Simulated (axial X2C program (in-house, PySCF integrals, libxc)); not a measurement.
How long does CSe⁺ take?

A bond scan computed with an axial X2C code built on PySCF integrals. Basis: Se dyall-cv3z [8s9p6d4f1g], C dyall-v3z [7s6p2d1f] (cores contracted in-house).

Input:
```json
{
 "zs": [
  34,
  6
 ],
 "q": 1,
 "bas": [
  "dyall-cv3z",
  "dyall-v3z"
 ],
 "levels": [
  "PBE0",
  "HF",
  "B97-3"
 ],
 "cc": true,
 "r0": 1.74,
 "thr": -2.0,
 "nmax": 90,
 "npts": 10,
 "nst": 2,
 "ntry": 6
}
```
```bash
python so2c.py task.json out
```

Keys: zs atomic numbers; q charge; bas basis sets; levels methods; cc coupled cluster on or off; r0 starting distance in Å; thr threshold in hartree for freezing inner shells (an s shell follows its p shell); nmax most natural virtual spinors; npts points on the curve; nst determinants followed; ntry starts of the search. HF also brings MP2.

Hardware: 1 thread of Arm Neoverse V2 (shared host).

Wall time of one point of each curve, integrals apart:

```tsv
Hamiltonian	level	points	seconds a point
spin-free	PBE0	10	0.48
spin-free	HF	10	0.24
spin-free	CCSD(T) (9 electrons, 90 virtuals)	7	2.8
spin-free	B97-3	10	0.5
2c	PBE0	10	0.73
2c	HF	10	0.47
2c	CCSD(T) (9 electrons, 90 virtuals)	7	3.2
2c	B97-3	10	0.75
```

The rest:

Search with its distance optimisation 17 s, atoms 8.2 s, whole task 100 s. Coupled cluster runs on the points near the minimum only. The program drops outer points, and coupled cluster, when its time limit (not in the input) nears; MP2, further determinants and curves that did not converge are not in the table.
